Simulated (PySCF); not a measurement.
**Relaxation of doublet CuH2**

Method: UPBE0/[Cu def2-TZVP, H def2-TZVP], no relativity, density fitting, PySCF. A (50,194) grid was used.

A hand-made bent start, of C2v symmetry, held to at least that symmetry:

```xyz
3
charge 0 multiplicity 2, angstrom
Cu    0.0000    0.0000   -0.0256
H     1.1796    0.0000    0.8004
H    -1.1796    0.0000    0.8004
```

Problem. What forces act on the atoms at the start (eV/Å)?

Solution. 
```csv
atom,Fx,Fy,Fz
Cu1,0.00,0.00,-0.94
H2,1.06,0.00,0.47
H3,-1.06,0.00,0.47
```

Problem. What does it relax to?

Solution. It ends at C2v with Cu–H 1.521 Å (×2); H–Cu–H 120.5°. A frequency run shows a minimum. Other isomers or separated fragments may lie lower.

Problem. How much energy is released, and in how many steps?

Solution. 11.1 kJ/mol in 6 steps.

With open d or f shells other occupations or spin states may lie lower.

The relaxation took roughly 20 core-seconds on a shared host.
